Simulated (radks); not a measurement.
Results of a calculation; reference values are marked as such.
The mean radii <r> (bohr) of the occupied orbitals of an atom or ion are listed with their occupations. Level of theory: scalar-relativistic Kohn-Sham, LDA (Slater exchange, VWN5 correlation), spin-polarised, spherical densities, finite nucleus; Fermi nuclear charge, rms radius of each element as measured or else 0.836 A^(1/3) + 0.57 fm (a radial shooting solver on a logarithmic mesh with Libxc functionals).

| orbital | occ. | <r> |
|---|---|---|
| 1s up | 1 | 0.03432 |
| 1s down | 1 | 0.03432 |
| 2s up | 1 | 0.1498 |
| 2s down | 1 | 0.1498 |
| 2p up | 3 | 0.1304 |
| 2p down | 3 | 0.1304 |
| 3s up | 1 | 0.4163 |
| 3s down | 1 | 0.4162 |
| 3p up | 3 | 0.4170 |
| 3p down | 3 | 0.4169 |
| 3d up | 5 | 0.3995 |
| 3d down | 5 | 0.3992 |
| 4s up | 1 | 1.059 |
| 4s down | 1 | 1.054 |
| 4p up | 3 | 1.174 |
| 4p down | 3 | 1.170 |
| 4d up | 5 | 1.699 |
| 5s up | 1 | 3.180 |
| 5s down | 1 | 3.462 |

Name the element and its charge. Open shells, if any, are filled with parallel spins first.

Answer. Z = 43, technetium, charge 0: Tc in [Kr] 4d5 5s2. The 1s radius gives Z: for a bare nucleus <r> = (2 gamma + 1)/(2Z) with gamma = sqrt(1 - (Z/c)^2), 0.03371 bohr for Z = 43, and screening makes it slightly larger (0.03432 here). The occupations add up to 43, and the charge is Z minus that.
